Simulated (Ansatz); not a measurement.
Harmonic frequencies (cm⁻¹) at PBE0-D4/def2-TZVP from Ansatz: 63, 95, 96, 128, 140, 163, 165, 171, 414, 661, 669, 680, 707, 956, 986, 1374, 1441, 1486, 3014, 3122, 3176.

Each molecule was computed in one conformer, which needn't be the lowest.

(1) Which molecule is it?
A. `[NH2][Zr]([NH2])([Cl])[Cl]`
B. `[OH][Zr]([OH])([F])[F]`
C. `C[S][Zr]([F])([F])[F]`
D. `[NH2][Zr]([F])([F])[F]`

Answers

(1) C.
